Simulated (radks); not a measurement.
The numbers below are computed, except where a source is named.
Excited configurations of Ca+: one electron is placed in a higher orbital outside [Ar]. The ground configuration is [Ar] 4s1. Code: a radial shooting solver on a logarithmic mesh with Libxc functionals. Model: scalar-relativistic Kohn-Sham, PBEsol, spin-polarised, spherical densities, finite nucleus; open shells are filled with parallel spins first; Fermi nuclear charge, rms radius 3.4776 fm. Excitation = E - E(ground); binding = E(ion) - E, where the ion is the core of charge +2; n* = 2/sqrt(2 binding) in atomic units, and the quantum defect is n - n*.

| outer orbital | excitation (eV) | binding (eV) | quantum defect | <r> (bohr) |
|---|---|---|---|---|
| 3d | 1.404 | 10.539 | 0.728 | 2.334 |
| 4d | 6.663 | 5.280 | 0.790 | 6.523 |
| 4f | 8.398 | 3.546 | 0.082 | 8.685 |
| 5s | 6.173 | 5.770 | 1.929 | 7.389 |
| 5f | 9.570 | 2.373 | 0.211 | 14.91 |
| 6d | 9.786 | 2.157 | 0.978 | 18.53 |
| 6f | 10.251 | 1.692 | 0.328 | 22.48 |
| 7s | 9.692 | 2.251 | 2.083 | 19.09 |
| 7p | 9.957 | 1.986 | 1.765 | 21.26 |
| 7d | 10.389 | 1.554 | 1.083 | 26.48 |
| 7f | 10.676 | 1.267 | 0.446 | 31.37 |

The Delta-SCF ionisation energy is 11.943 eV (NIST Atomic Spectra Database: 11.872 eV, measured). Self-interaction in the functional shifts the binding energies and quantum defects, so they are the method's values and not measured ones.
